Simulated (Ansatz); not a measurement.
Computed with Ansatz on PBE0-D4/def2-TZVP structures; ΔE is electronic, products minus reactants. CCSD(T)/CBS is the MP2 limit (def2-TZVPP, def2-QZVPP) plus CCSD(T) − MP2 in def2-TZVPP, frozen cores. Functionals use def2-TZVPP. B3LYP here is the variant with VWN-RPA as its local correlation; programs differ in this. HSE06 is defined as in plane-wave codes. Each species was taken in one conformer, which may not be the lowest.

`[SiH3]B([SiH3])[SiH3]` + `F[SiH2]P` → `F[SiH2]P[SiH3]` + `[SiH3]B[SiH3]`  (cleavage of the Si–B bond)

`[SiH3]B([SiH3])[SiH3]`:

Z-matrix (Å, degrees):
```
Si
B 1 1.999
H 1 1.489 2 113.4
H 1 1.488 2 114.9 3 125.9
H 1 1.496 2 103.6 3 -116.4
Si 2 2.000 1 122.0 3 -156.0
Si 2 1.999 1 119.0 3 27.7
H 6 1.488 2 114.9 1 30.4
H 6 1.489 2 113.5 1 156.4
H 6 1.496 2 103.6 1 -87.2
H 7 1.497 2 102.7 1 -91.9
H 7 1.489 2 114.5 1 24.8
H 7 1.489 2 114.5 1 151.4
```

`F[SiH2]P`:

Cartesian coordinates in Å:
```
F -0.137 -1.921 -0.861
Si -0.219 -0.731 0.210
P -0.102 1.223 -0.888
H -1.533 -0.810 0.895
H 0.880 -0.949 1.183
H 1.318 1.253 -0.880
H -0.207 1.934 0.341
```

`F[SiH2]P[SiH3]`:

Z-matrix (Å, degrees):
```
Si
P 1 2.240
F 1 1.602 2 107.7
H 1 1.484 2 109.0 3 117.5
H 1 1.485 2 114.5 3 -118.6
Si 2 2.254 1 96.1 3 90.9
H 2 1.424 1 91.9 3 -174.0
H 6 1.485 2 108.8 1 173.0
H 6 1.486 2 113.0 1 51.5
H 6 1.485 2 107.2 1 -68.9
```

`[SiH3]B[SiH3]`:

Z-matrix (Å, degrees):
```
Si
B 1 2.006
H 1 1.489 2 113.2
H 1 1.495 2 104.9 3 117.2
H 1 1.488 2 114.2 3 -125.0
Si 2 2.006 1 124.9 3 149.9
H 2 1.198 1 117.4 3 -36.8
H 6 1.489 2 113.0 1 -149.1
H 6 1.495 2 105.0 1 93.7
H 6 1.488 2 114.3 1 -24.2
```

```json
{"level": "LDA (SPW92)", "ΔE (kcal/mol)": "-4.4", "difference from CCSD(T)/CBS": "2.1"}
{"level": "revPBE-D4", "ΔE (kcal/mol)": "-5.4", "difference from CCSD(T)/CBS": "1.1"}
{"level": "BLYP-D4", "ΔE (kcal/mol)": "-5.3", "difference from CCSD(T)/CBS": "1.2"}
{"level": "r2SCAN-D4", "ΔE (kcal/mol)": "-5.9", "difference from CCSD(T)/CBS": "0.6"}
{"level": "B97M-V", "ΔE (kcal/mol)": "-5.3", "difference from CCSD(T)/CBS": "1.2"}
{"level": "PBE0-D4", "ΔE (kcal/mol)": "-6.0", "difference from CCSD(T)/CBS": "0.5"}
{"level": "B3LYP-D4", "ΔE (kcal/mol)": "-5.9", "difference from CCSD(T)/CBS": "0.6"}
{"level": "r2SCANh-D4", "ΔE (kcal/mol)": "-6.1", "difference from CCSD(T)/CBS": "0.4"}
{"level": "r2SCAN0-D4", "ΔE (kcal/mol)": "-6.5", "difference from CCSD(T)/CBS": "0.0"}
{"level": "HSE06-D4", "ΔE (kcal/mol)": "-5.9", "difference from CCSD(T)/CBS": "0.6"}
{"level": "BHLYP-D4", "ΔE (kcal/mol)": "-6.6", "difference from CCSD(T)/CBS": "-0.1"}
{"level": "CAM-B3LYP-D4", "ΔE (kcal/mol)": "-5.9", "difference from CCSD(T)/CBS": "0.6"}
{"level": "ωB97X-V", "ΔE (kcal/mol)": "-6.4", "difference from CCSD(T)/CBS": "0.1"}
{"level": "ωB97M-V", "ΔE (kcal/mol)": "-6.5", "difference from CCSD(T)/CBS": "0.0"}
{"level": "B2PLYP", "ΔE (kcal/mol)": "-6.6", "difference from CCSD(T)/CBS": "-0.1"}
{"level": "PBE-QIDH", "ΔE (kcal/mol)": "-7.0", "difference from CCSD(T)/CBS": "-0.5"}
{"level": "PBE", "ΔE (kcal/mol)": "-5.3", "difference from CCSD(T)/CBS": "1.2"}
{"level": "revPBE", "ΔE (kcal/mol)": "-5.5", "difference from CCSD(T)/CBS": "1.0"}
{"level": "BLYP", "ΔE (kcal/mol)": "-5.5", "difference from CCSD(T)/CBS": "1.0"}
{"level": "r2SCAN", "ΔE (kcal/mol)": "-6.0", "difference from CCSD(T)/CBS": "0.5"}
{"level": "B3LYP", "ΔE (kcal/mol)": "-6.1", "difference from CCSD(T)/CBS": "0.4"}
{"level": "r2SCANh", "ΔE (kcal/mol)": "-6.2", "difference from CCSD(T)/CBS": "0.3"}
{"level": "r2SCAN0", "ΔE (kcal/mol)": "-6.6", "difference from CCSD(T)/CBS": "-0.1"}
{"level": "BHLYP", "ΔE (kcal/mol)": "-6.8", "difference from CCSD(T)/CBS": "-0.3"}
{"level": "CAM-B3LYP", "ΔE (kcal/mol)": "-6.1", "difference from CCSD(T)/CBS": "0.4"}
{"level": "LC-ωPBE", "ΔE (kcal/mol)": "-6.4", "difference from CCSD(T)/CBS": "0.1"}
{"level": "RPA@PBE/def2-TZVPP", "ΔE (kcal/mol)": "-5.8", "difference from CCSD(T)/CBS": "0.7"}
{"level": "HF/def2-SVP", "ΔE (kcal/mol)": "-6.8", "difference from CCSD(T)/CBS": "-0.3"}
{"level": "MP2/def2-SVP", "ΔE (kcal/mol)": "-5.9", "difference from CCSD(T)/CBS": "0.6"}
{"level": "CCSD/def2-SVP", "ΔE (kcal/mol)": "-4.6", "difference from CCSD(T)/CBS": "1.9"}
{"level": "CCSD(T)/def2-SVP", "ΔE (kcal/mol)": "-4.5", "difference from CCSD(T)/CBS": "2.0"}
{"level": "HF/def2-TZVPP", "ΔE (kcal/mol)": "-7.7", "difference from CCSD(T)/CBS": "-1.2"}
{"level": "MP2/def2-TZVPP", "ΔE (kcal/mol)": "-7.6", "difference from CCSD(T)/CBS": "-1.1"}
{"level": "SCS-MP2/def2-TZVPP", "ΔE (kcal/mol)": "-7.4", "difference from CCSD(T)/CBS": "-0.9"}
{"level": "CCSD/def2-TZVPP", "ΔE (kcal/mol)": "-6.2", "difference from CCSD(T)/CBS": "0.3"}
{"level": "HF/def2-QZVPP", "ΔE (kcal/mol)": "-7.7", "difference from CCSD(T)/CBS": "-1.2"}
{"level": "MP2/def2-QZVPP", "ΔE (kcal/mol)": "-7.8", "difference from CCSD(T)/CBS": "-1.3"}
{"level": "SCS-MP2/def2-QZVPP", "ΔE (kcal/mol)": "-7.6", "difference from CCSD(T)/CBS": "-1.1"}
{"level": "HF/CBS(def2)", "ΔE (kcal/mol)": "-7.7", "difference from CCSD(T)/CBS": "-1.2"}
{"level": "CCSD/CBS(def2)", "ΔE (kcal/mol)": "-6.6", "difference from CCSD(T)/CBS": "-0.1"}
{"level": "CCSD(T)/CBS", "ΔE (kcal/mol)": "-6.5", "difference from CCSD(T)/CBS": "0"}
```

Largest T1 diagnostic among the species: 0.015.

From BLYP to BHLYP (50 % exact exchange), in def2-TZVPP and without D4, ΔE moves by −1.3 kcal/mol. Leaving LDA and LC-ωPBE aside and taking each functional with its dispersion term where it has one, the values, not all of them listed here, spread over 1.8 kcal/mol, from PBE-QIDH to PBE-D4. LDA lies +1.0 kcal/mol from PBE without D4.
